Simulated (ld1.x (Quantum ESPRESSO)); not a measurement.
# Before and after: TM potential for Fe (Z = 26)

ld1.x (Quantum ESPRESSO) 7.5 input, shortened:

```
&input
   title='Fe', zed=26., rel=1, dft='PZ', iswitch=3,
   config='[Ar] 3d5 4s0 4p0'
 /
 &inputp
   pseudotype=2, tm=.true., lloc=1,
   nlcc=.false.
 /
3
4S  1  0   0.00   0.00  2.05  2.05  0.0
3D  3  2   5.00   0.00  1.85  1.85  0.0
3P  2  1   6.00   0.00  0.75  0.75  0.0
 &test
   configts(1)='3p6 3d5 4s0 4p0'
 /
```

Change: core correction a·sin(br)/r model core inside 0.74 bohr.

Cutoffs: the cutoffs (Ry, on a coarse ladder) from which the occupation-weighted sum of valence levels, in a spherical-Bessel basis at the reference potential, stays within 10 and 1 mRy of its value at 400 Ry; they do not see the model core or the augmentation charge, which bear on the density cutoff. Errors are all-electron minus pseudo energies relative to the spin-unpolarised reference configuration.

Problem. What does the change do?

Solution. The potential gets neither clearly harder nor softer (140 Ry and 260 Ry → 140 Ry and 260 Ry); both files keep a bound ghost (s); of the 9 tests that both files solve, the error grows in 0 and shrinks in 8 by more than 15 % and 0.3 meV (median size 134.4 → 96.0 meV). Exchange and correlation are not linear in the density, so unscreening with the valence charge alone errs where core and valence overlap; a model core restores that term. A model core, the more so a compact one, raises the density cutoff, which this test does not measure.

| quantity | base | changed |
| --- | --- | --- |
| cutoff, loose | 140 Ry | 140 Ry |
| cutoff, tight | 260 Ry | 260 Ry |
| bound ghosts | s | s |
| error for 3p6 3d6 4s2 4p0, meV [ΔE -60.00 eV] | +134 | +96 |
| error for 3p6 3d6 4s1 4p0, meV [ΔE -51.02 eV] | +107 | +78 |
| error for 3p6 3d6 4s0 4p0, meV [ΔE -34.53 eV] | +62 | +44 |
| error for 3p5 3d6 4s2 4p0, meV [ΔE 7.58 eV] | -255 | -290 |
| error for 3p6 3d6 4s0 4p2, meV [ΔE -51.39 eV] | +47 | +22 |
| error for 3p6 3d6 4s1.5 4p0, meV [ΔE -56.41 eV] | +123 | +89 |
| error for 3p6 3d4 4s0 4p0, meV [ΔE 53.38 eV] | +190 | +161 |
| error for 3p6 3d5 4s0 4p0 (spin-polarised), meV [ΔE -6.39 eV] | +1246 | +398 |
| error for 3p6 3d6 4s2 4p0 (spin-polarised), meV [ΔE -63.39 eV] | +790 | +328 |
| s: phases at 2.25 bohr within 0.05 rad from the reference energy up to (Ry; the scan ends near 5) | 2.1 | 2.1 |
| p: phases at 2.25 bohr within 0.05 rad from the reference energy up to (Ry; the scan ends near 5) | to the end of the scan | to the end of the scan |
| d: phases at 2.25 bohr within 0.05 rad from the reference energy up to (Ry; the scan ends near 5) | -0.9 | -0.9 |

 A true bound ghost makes a file unfit for plane-wave use even where its test errors are small: the radial tests pick states by their node count and pass the ghost by.
